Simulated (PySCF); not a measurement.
C₁₂H₁₄Ru, singlet at its GFN2-xTB optimised geometry (Å):

```
27

Ru    -0.6904     0.5751     0.0000
C      2.5159    -0.4811    -0.4085
C      1.5332     0.5751     0.0000
C      1.0660     0.8185     1.3261
C      0.3258     2.0353     1.3264
C      0.3272     2.5489     0.0000
C      1.0668     1.6479    -0.8178
H      3.5335    -0.1174    -0.2518
H      2.4032    -0.7298    -1.4622
H      2.3839    -1.3855     0.1826
H      1.3577     0.2573     2.2048
H     -0.0407     2.5515     2.2043
H     -0.0393     3.5215    -0.3022
H      1.3593     1.8238    -1.8452
C     -0.9132    -2.7716    -0.5609
C     -1.5592    -1.4238    -0.4401
C     -1.8578    -0.5371    -1.5173
C     -2.6626     0.5257    -1.0158
C     -2.8623     0.3047     0.3750
C     -2.1794    -0.8931     0.7308
H     -1.6690    -3.5215    -0.8034
H     -0.4376    -3.0597     0.3749
H     -0.1652    -2.7755    -1.3516
H     -1.6413    -0.7259    -2.5612
H     -3.1572     1.2800    -1.6140
H     -3.5335     0.8634     1.0144
H     -2.2484    -1.3987     1.6856
```

Calculation: CAM-B3LYP/def2-SVP, def2 effective core potentials past Kr in PySCF 2.14.0. The core electrons that the potentials of Ru replace are not part of the density. Cells within 0.4 Å of a nucleus heavier than hydrogen are left out (blank, or x).

Map of the log10 of the electron density (e/bohr³), floored at −4 on the plane z = 1.0 Å:

```
|0000000000000000000000000000000|
|0000000000000000000000000000000|
|0000000000000000000000000000000|
|0000000000000000000000000000000|
|0000000000000112221000000000000|
|0000000000001233333200000000000|
|0000000000012345554320000000000|
|0000000000023456765431000000000|
|0000000001234578886532000000000|
|0000012222345689997543100000000|
|0001234444455789x98654210000000|
|0002456655556789998765320000000|
|0013578876667778999875421000000|
|001357998777788889x986432100000|
|0013578998777887899876433210000|
|0002467888877777778765444320000|
|0001356789987766666555544320000|
|000124578xx87655544455543210000|
|0000235689987544333456543200000|
|0000124678876543222455542100000|
|0000013466665443212344432000000|
|0000002344545555321223220000000|
|0000000123345665421011100000000|
|0000000011235666421000000000000|
|0000000001234555320000000000000|
|0000000000123443210000000000000|
|0000000000011222100000000000000|
|0000000000000000000000000000000|
|0000000000000000000000000000000|
|0000000000000000000000000000000|
|0000000000000000000000000000000|
```
Scale: ten equal steps from -4.00 (start of '0') to -0.497 (end of '9'), in the order '0123456789'; x runs from -6.00 to 6.00, y from -6.00 (bottom) to 6.00 (top).
